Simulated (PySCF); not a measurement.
**Two-dimensional NMR puzzle**

Compound of formula C3H3BrO2. Correlations simulated from computed shifts and couplings:

HSQC (one-bond C–H):
```csv
δH,δC,"1J(C,H) (Hz)"
7.78,156.3,208
6.43,133.3,178
```

COSY cross peaks (|J| ≥ 2 Hz):
```csv
δH,δH,abs. J (Hz),bonds
7.78,6.43,15.7,3
```

HMBC (two and three bonds, |J| ≥ 2.5 Hz):
```csv
δH,δC [abs. J in Hz]
7.78,"166.3 [5.6], 133.3 [2.8]"
6.43,156.3 [4.8]
```

Carbons without hydrogens: δ 166.3.

- shielding tensors at PBE0/pcSseg-1 (GIAO)
- B3LYP/pcJ-1 (pcSseg-1 on Br) coupling constants
- coordinates at the PBE0-D3(BJ)/def2-SVP level
- run in PySCF 2.14.0 with density-fitted response routines
- a single conformation, non-relativistic, no solvent model

Chemical shifts δ = σref − σ; 1H (σ = 31.27 ppm), 13C (σ = 184.41 ppm) vs TMS, all at this level.

Exchangeable hydrogens are left out of these lists, and C,H couplings along chains are those of one rotamer, so weak HMBC peaks may be missing or extra.

Problem. Assemble the structure.

Solution. `O=C(O)/C=C/Br`.

Atoms are numbered as in `[O:1]=[C:2]([OH:3])/[CH:4]=[CH:5]/[Br:6]` (H(Xn): hydrogen on atom n).

1. δC 166.3 is C2, a carboxylic acid carbon.
2. δC 156.3 is C5, a β carbon of a C=C–C=O unit (δH 7.78).
3. δC 133.3 is C4, an α carbon of a C=C–C=O unit (δH 6.43).
4. HMBC from δH 7.78 reaches the proton-free carbon C2.
5. COSY links 7.78–6.43.

The shifts were computed for this structure.

Spin–orbit coupling is missing: it shields a carbon bonded to bromine, so the measured shift of such a carbon is lower than the computed one. Exchangeable OH/NH protons stand at their gas-phase positions; hydrogen bonding in a real sample shifts them, mostly to higher δ. Unscaled 3J(H,H) at this level run about 10 % above measured values. Shifts are as computed. Against solution values, carbons near 30 ppm lie about +2 ppm off and those near 130 ppm about +5 ppm; carbons on Br a further +13 ppm. Of 1211 compounds with measured shifts, 218 miss one by over three times the rms of a fit or turn the order of signals round; such compounds aren't used in these exercises. The C=O carbon of an acid or of an amide with N–H lies up to 10 ppm further downfield in solution, through hydrogen bonding that the calculation lacks.
